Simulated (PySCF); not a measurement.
Input for PySCF: R-HF/STO-3G on AsGeH5 (SMILES [GeH3][AsH2]), a point of a torsion scan.

```python
from pyscf import gto, scf, dft, mp
from pyscf.data.elements import chemcore

mol = gto.M(
    atom='''
    Ge   -0.79782306    0.09301809   -0.03168788
    As    1.57406252    0.17333847   -0.14243975
    H    -1.49332154   -0.89855934   -0.92880440
    H    -1.44429977    1.40821953   -0.38667540
    H    -1.33276656   -0.20440172    1.34482250
    H     1.58029321   -0.48588259   -1.49099816
    H     1.67852454   -1.18271248    0.49435896
    ''',
    basis='sto-3g',
    charge=0, spin=0, verbose=3, max_memory=1800)
mf = scf.RHF(mol)
mf.conv_tol = 1e-8
mf.max_cycle = 100
mf.kernel()
if not mf.converged:
    mf = mf.newton().run(mf.mo_coeff, mf.mo_occ)
```

Question: What total energy does the run end on?

Answer: -4263.9754 hartree.
